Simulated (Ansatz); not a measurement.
Start from `[F][GeH2][SiH2]Cl` and change one atom or group to get `BO[SiH2][GeH2][F]`.

Ansatz, PBE0-D4/def2-TZVP geometries, multiplicity 1. Each molecule was computed in one conformer, which needn't be the lowest.

Scalar relativity is left out up to krypton.

```
                                      property  `[F][GeH2][SiH2]Cl`
          HOMO–LUMO gap (PBE0/def2-TZVPP) / eV                 7.38
         HOMO energy (ωB97M-V/def2-TZVPP) / eV               -10.37
            HOMO energy (PBE0/def2-TZVPP) / eV                -8.32
         LUMO energy (ωB97M-V/def2-TZVPP) / eV                 0.92
       HOMO–LUMO gap (ωB97M-V/def2-TZVPP) / eV                11.29
size of the dipole moment (PBE/def2-TZVPP) / D                 2.29
```

(1) What does the change do to each property? (An estimate is asked.)

Results:

(1) Computed: 
```
                                      property  `BO[SiH2][GeH2][F]`  shift
          HOMO–LUMO gap (PBE0/def2-TZVPP) / eV                 7.45   0.07
         HOMO energy (ωB97M-V/def2-TZVPP) / eV               -10.43  -0.06
            HOMO energy (PBE0/def2-TZVPP) / eV                -8.37  -0.05
         LUMO energy (ωB97M-V/def2-TZVPP) / eV                 0.90  -0.02
       HOMO–LUMO gap (ωB97M-V/def2-TZVPP) / eV                11.33   0.04
size of the dipole moment (PBE/def2-TZVPP) / D                 2.39   0.10
```

Dipoles are sizes alone; their direction can turn.
